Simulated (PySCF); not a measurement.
F3OTa (SMILES [O]=[Ta]([F])([F])[F]), singlet, geometry from GFN2-xTB (such geometries of metal compounds can be far from the true shape) (core potentials on Ta). Base run: PBE0/def2-SVP in PySCF.

PySCF was given this input:
```python
from pyscf import gto, scf, dft

mol = gto.Mole()
mol.atom = '''
    Ta    0.01693925    0.00907486   -0.01955256
    O     1.06782099    0.57206336   -1.23255967
    F     0.97007396   -0.95600876    1.21861489
    F    -1.26946365   -1.06429425   -0.77185379
    F    -0.78718062    1.43819507    0.80744046
'''
mol.basis = 'def2-svp'
mol.ecp = {'Ta': 'def2-svp'}
mol.verbose = 4
mol.build()

mf = dft.RKS(mol)
mf.xc = 'pbe0'
mf.kernel()
mf.analyze()
```

The base run was repeated with changes; each row names its change, and settings that it needs were set with it.

| change | basis functions | E (Eh) | HOMO (eV) | HOMO-LUMO gap (eV) | dipole (D) |
|---|---|---|---|---|---|
| base | 88 | -431.37517 | -10.18 | 8.79 | 1.62 |
| basis = jorge-DZP-DKH; relativity = spin-free X2C (without mol.ecp = {'Ta': 'def2-svp'}) | 120 | -15639.63346 | -9.86 | 8.07 | 1.23 |
| basis = x2c-SVPall; relativity = spin-free X2C; nucleus = Gaussian (with mol.nucmod = 'G'; without mol.ecp = {'Ta': 'def2-svp'}) | 122 | -15979.11424 | -10.42 | 8.66 | 1.61 |
| basis = jorge-DZP-DKH; relativity = none (without mol.ecp = {'Ta': 'def2-svp'}) | 120 | -13443.27724 | -9.67 | 6.77 | 0.44 |
| basis = x2c-SVPall; relativity = none (without mol.ecp = {'Ta': 'def2-svp'}) | 122 | -13662.26755 | -6.99 | 1.89 | 0.65 |
| basis = x2c-TZVPall; relativity = spin-free X2C (without mol.ecp = {'Ta': 'def2-svp'}) | 205 | -15982.10029 | -10.26 | 8.76 | 1.69 |
| basis = jorge-DZP-DKH; relativity = spin-free X2C; nucleus = Gaussian (with mol.nucmod = 'G'; without mol.ecp = {'Ta': 'def2-svp'}) | 120 | -15638.24698 | -9.86 | 8.07 | 1.23 |
| basis = x2c-SVPall; relativity = spin-free X2C (without mol.ecp = {'Ta': 'def2-svp'}) | 122 | -15980.81529 | -10.42 | 8.66 | 1.61 |
| basis = x2c-TZVPall; relativity = none (without mol.ecp = {'Ta': 'def2-svp'}) | 205 | -14744.50788 | -10.62 | 8.12 | 0.88 |
| basis = x2c-TZVPall; relativity = spin-free X2C; nucleus = Gaussian (with mol.nucmod = 'G'; without mol.ecp = {'Ta': 'def2-svp'}) | 205 | -15980.33396 | -10.26 | 8.76 | 1.68 |

Total energies compare only within one method and basis.

Basis sets contracted for a relativistic Hamiltonian are a mismatch without it, so the rows without relativity aren't non-relativistic limits. No row has spin-orbit coupling; sets with core potentials leave out the core electrons.
